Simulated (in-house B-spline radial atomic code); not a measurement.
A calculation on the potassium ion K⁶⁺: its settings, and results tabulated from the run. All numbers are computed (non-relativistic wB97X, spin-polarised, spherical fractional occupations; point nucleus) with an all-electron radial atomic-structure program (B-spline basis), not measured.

Command:
```bash
python run_scf.py task.json out
```
Settings:
```
Z                19
configuration    [Ne] 3s2 3p1
hamiltonian      nr
method           wb97x
spin_polarised   True
```

Output (hartree, bohr):
```
 radial grid: 43 intervals, B-splines of order 8, outer radius 10.2985 bohr

 iter        energy (Eh)    residual
    1        -583.370271    7.31e-01
    2        -587.586357    2.17e-01
    3        -587.862340    7.88e-02
    4        -587.901270    2.88e-02
    5        -587.907036    7.92e-03
    6        -587.907476    3.09e-04
    7        -587.907476    1.37e-05
    8        -587.907476    7.36e-07
    9        -587.907476    5.40e-08

 total energy                      -587.90748
 kinetic                             587.5671
 electron-nucleus                  -1342.4304
 Hartree                             197.1750
 exact exchange                       -6.3921
 exchange-correlation                -23.8271

 orbital      occ     eigenvalue          <r>       <r^2>       <1/r>     <1/r^2>       <r^4>       r_max
 1s up      1.000      -134.0213    0.0814992  0.00892035     18.5484     693.835 0.000204392     0.05351
 1s down    1.000      -134.0071     0.081491  0.00891842     18.5498     693.922 0.000204302     0.05351
 2s up      1.000       -17.3474     0.386893    0.177089     3.79485      59.307    0.055409      0.3188
 2s down    1.000       -17.3382     0.386831    0.176955     3.79369     59.2488   0.0551964      0.3189
 2p up      3.000       -14.7168     0.348022    0.149695     3.71464     19.1196   0.0464138      0.2624
 2p down    3.000       -14.6989     0.348176    0.149762     3.71222     19.0949   0.0463444      0.2627
 3s up      1.000        -4.8577       1.1125     1.40532     1.25763      9.6886     2.95899       1.009
 3s down    1.000        -4.7549      1.11801     1.42151     1.25331     9.64238     3.04429       1.007
 3p up      1.000        -3.9247      1.15563     1.53456     1.17601     3.04126     3.66134       1.035
```

Time taken, with all properties: 0.24 s on 1 thread of Arm Neoverse V1 (shared host).

Caution: exact exchange at fractional occupations of open shells leaves self-interaction of up to several eV.
